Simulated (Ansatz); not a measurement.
System: C$_{6}$H$_{11}$, charge 0, multiplicity 2. It need not be the lowest isomer of its formula. SMILES: C=C(C)C[CH]C
Geometry from a B3LYP-D3(BJ)/def2-TZVP (Ansatz, a quantum-chemistry and plane-wave program) optimisation:
```
C
H 1 1.0953
H 1 1.0961 2 107.02
C 1 1.4942 2 110.21 3 -118.81
H 4 1.0838 1 117.32 2 -57.91
C 4 1.4845 5 119.20 1 169.81
H 6 1.0913 4 111.92 5 26.29
H 6 1.0950 7 108.26 4 -123.19
H 6 1.1017 7 106.75 8 -113.68
C 1 1.5174 2 108.22 3 117.26
C 10 1.3301 1 121.56 2 8.13
H 11 1.0831 10 121.49 1 -0.75
H 11 1.0832 12 116.93 10 179.94
C 10 1.5015 11 122.40 12 -179.92
H 14 1.0896 10 111.58 11 -2.30
H 14 1.0932 15 108.26 10 -122.37
H 14 1.0943 15 108.41 16 -115.39
```
Charge 0, spin multiplicity 2.

Property: atomisation energy (electronic, to ground-state atoms), in eV. Correlated levels leave the core frozen unless marked. UHF or UKS for open shells. Spin-orbit coupling is left out. No relativistic terms. The coupled-cluster limit lacks core correlation, which all-electron functionals hold. CBS marks a two-point X^-3 extrapolation of the correlation energy; Hartree-Fock from the larger set. [CCSD(T)-MP2]/basis is that difference in the basis named.

```json
[
 {"level": "HF/STO-3G", "program": "Ansatz", "atomisation energy (eV)": "66.49", "minus last row": "-4.57"},
 {"level": "HF/6-31G", "program": "Ansatz", "atomisation energy (eV)": "52.06", "minus last row": "-19.00"},
 {"level": "BLYP-D4/def2-TZVPD", "program": "Ansatz + dftd4", "atomisation energy (eV)": "70.94", "minus last row": "-0.12"},
 {"level": "r2SCAN/def2-TZVPD", "program": "Ansatz", "atomisation energy (eV)": "71.37", "minus last row": "0.31"},
 {"level": "PBE0/STO-3G", "program": "Ansatz", "atomisation energy (eV)": "85.19", "minus last row": "14.13"},
 {"level": "PBE0-D3(BJ)/def2-TZVPD", "program": "Ansatz + dftd3", "atomisation energy (eV)": "71.87", "minus last row": "0.81"},
 {"level": "PBE0-D4/def2-TZVPD", "program": "Ansatz + dftd4", "atomisation energy (eV)": "71.84", "minus last row": "0.78"},
 {"level": "BHLYP-D4/def2-TZVPD", "program": "Ansatz + dftd4", "atomisation energy (eV)": "69.67", "minus last row": "-1.39"},
 {"level": "r2SCANh-D4/def2-TZVPD", "program": "Ansatz + dftd4", "atomisation energy (eV)": "71.20", "minus last row": "0.14"},
 {"level": "r2SCAN0-D4/def2-TZVPD", "program": "Ansatz + dftd4", "atomisation energy (eV)": "70.82", "minus last row": "-0.24"},
 {"level": "HSE06-D4/def2-TZVPD", "program": "Ansatz + dftd4", "atomisation energy (eV)": "71.89", "minus last row": "0.83"},
 {"level": "HSE06/def2-TZVPD", "program": "Ansatz", "atomisation energy (eV)": "71.61", "minus last row": "0.55"},
 {"level": "B2GP-PLYP-D3(BJ)/def2-TZVPD", "program": "Ansatz + dftd3", "atomisation energy (eV)": "70.37", "minus last row": "-0.69"},
 {"level": "MP2/STO-3G", "program": "Ansatz", "atomisation energy (eV)": "72.74", "minus last row": "1.68"},
 {"level": "MP2/cc-pVTZ", "program": "Ansatz", "atomisation energy (eV)": "70.21", "minus last row": "-0.85"},
 {"level": "RI-MP2/cc-pVTZ", "program": "Ansatz", "atomisation energy (eV)": "70.20", "minus last row": "-0.86"},
 {"level": "RI-MP2/CBS(cc-pVTZ,cc-pVQZ)", "program": "Ansatz", "atomisation energy (eV)": "71.74", "minus last row": "0.68"},
 {"level": "SCS-MP2/STO-3G", "program": "Ansatz", "atomisation energy (eV)": "73.14", "minus last row": "2.08"},
 {"level": "CCSD/STO-3G", "program": "Ansatz", "atomisation energy (eV)": "74.11", "minus last row": "3.05"},
 {"level": "CCSD(T)/cc-pwCVTZ", "program": "Ansatz", "atomisation energy (eV)": "69.57", "minus last row": "-1.49"},
 {"level": "RI-MP2/CBS(cc-pVTZ,cc-pVQZ)+[CCSD(T)-MP2]/cc-pVTZ", "program": "Ansatz", "atomisation energy (eV)": "71.06", "minus last row": "0.00"}
]
```
